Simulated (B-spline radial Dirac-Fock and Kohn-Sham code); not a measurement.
## Pb 6p3/2: cross section and angular parameters

System: the free lead atom, configuration [Xe] 4f14 5d10 6s2 6p2; threshold 4.98 eV (orbital energy of the model). The computed values come from a radial atomic solver: Dirac-Hartree-Slater photoionisation with a Latter tail; cross sections with all multipoles, angular parameters from the dipole term and its interference with E2.

For linearly polarised light dσ/dΩ = σ/(4π) [1 + β P₂(cos θ) + (δ + γ cos²θ) sin θ cos φ], with θ from the polarisation vector and φ the angle between the beam and the projection of the electron momentum on the plane normal to the polarisation.

```csv
hν (eV),σ (kb),β,γ,δ
51.5,69.3,1.356,0.225,-0.020
60,45.6,1.056,0.286,-0.027
70.6,30.1,0.695,0.311,-0.031
80,22.5,0.418,0.295,-0.031
100,14.2,0.014,0.205,-0.022
108,12.3,-0.084,0.162,-0.017
127,9.41,-0.207,0.070,-0.004
141,8.04,-0.228,0.018,0.005
211,4.81,0.007,-0.064,0.031
256,3.86,0.209,-0.035,0.037
269,3.65,0.264,-0.022,0.038
399,2.31,0.686,0.121,0.035
459,1.95,0.821,0.177,0.031
481,1.84,0.864,0.194,0.029
482,1.84,0.865,0.195,0.029
600,1.39,1.047,0.262,0.021
800,0.932,1.244,0.303,0.011
876,0.818,1.297,0.302,0.008
1430,0.390,1.525,0.205,-0.002
3130,0.102,1.722,-0.038,0.001
5350,0.0355,1.767,0.042,0.010
5360,0.0354,1.768,0.043,0.010
5790,?,?,?,?
7730,0.0161,1.762,0.309,0.017
9251.7,0.0107,1.750,0.505,0.021
10500,0.00798,1.737,0.668,0.024
12000,0.00580,1.720,0.860,0.028
13700,0.00420,1.700,1.069,0.032
15000,0.00335,1.683,1.221,0.036
```

Problem. Give the values at 5790 eV.

Solution. σ = 0.0301 kb, β = 1.769, γ = 0.084, δ = 0.012.
